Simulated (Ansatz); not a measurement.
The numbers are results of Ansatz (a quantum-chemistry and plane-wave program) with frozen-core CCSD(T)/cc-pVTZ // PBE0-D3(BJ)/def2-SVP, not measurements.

Ansatz 0.2 input:
```yaml
crystal:
  periodic: [false, false, false]
  atoms:
    - { symbol: Al, position_ang: [0.159762, -0.179414, -0.194275] }
    - { symbol: C, position_ang: [0.887403, -0.840801, 1.528525] }
    - { symbol: H, position_ang: [0.11405, -1.19602, 2.233141] }
    - { symbol: H, position_ang: [1.506062, -0.095431, 2.060469] }
    - { symbol: H, position_ang: [1.552489, -1.704964, 1.351908] }
    - { symbol: C, position_ang: [1.391214, 0.736008, -1.429951] }
    - { symbol: H, position_ang: [2.05187, 0.009756, -1.935893] }
    - { symbol: H, position_ang: [2.051858, 1.45501, -0.916034] }
    - { symbol: H, position_ang: [0.862219, 1.285818, -2.227099] }
    - { symbol: C, position_ang: [-1.373943, -1.169769, -0.970113] }
    - { symbol: H, position_ang: [-2.106588, -1.517506, -0.21978] }
    - { symbol: H, position_ang: [-1.01589, -2.079443, -1.48452] }
    - { symbol: H, position_ang: [-1.927368, -0.59587, -1.735396] }
    - { symbol: O, position_ang: [-0.940259, 1.373552, 0.599807] }
    - { symbol: H, position_ang: [-0.852753, 1.39436, 1.562283] }
    - { symbol: H, position_ang: [-1.881243, 1.258616, 0.410684] }
basis:
  gaussian: { orbitals: cc-pVTZ }
correlation:
  method: ccsd_t
```

Output:

```
Functional definition: HF
1730 factors; integrals over basis functions are off by at most 1.3e-3 eV
mean field evaluation 1: about -11883.1063 eV, gradient 4.9e1 eV
mean field evaluation 2: about -11883.2299 eV, gradient 4.9e1 eV
mean field evaluation 4: about -11888.8119 eV, gradient 3.9e0 eV
mean field evaluation 8: about -11888.8752 eV, gradient 2.5e-1 eV
mean field evaluation 16: about -11887.6526 eV, gradient 2.2e1 eV
mean field -11888.87547281 eV, -436.9081150564 hartree, gradient 3.7e-6 eV, S^2 0.000000; 0 other end points of the search recorded, 0 dependent functions left out
9 core orbitals not correlated
reference -11888.87547281 eV, -436.9081150564 hartree; 16, 16 occupied and 283, 283 virtual orbitals, 1730 factors
second order -24.34428436 eV of doubles, -0.00000000 eV of singles
cycle   1  -25.23068699 eV  change   -8.9e-1 eV  update   8.9e-2
cycle   2  -25.78668051 eV  change   -5.6e-1 eV  update   2.5e-2
cycle   3  -25.86410843 eV  change   -7.7e-2 eV  update   9.7e-3
cycle   4  -25.86012895 eV  change    4.0e-3 eV  update   2.2e-3
cycle   5  -25.86055504 eV  change   -4.3e-4 eV  update   7.9e-4
cycle   6  -25.86047829 eV  change    7.7e-5 eV  update   2.2e-4
cycle   7  -25.86038588 eV  change    9.2e-5 eV  update   7.5e-5
cycle   8  -25.86039230 eV  change   -6.4e-6 eV  update   2.7e-5
perturbative correction -0.92409909 eV, -0.0339600152 hartree
Total energy: -11915.65996419 eV, -437.8924269597 hartree
```

Cost: about 20 core-minutes (a rough figure).
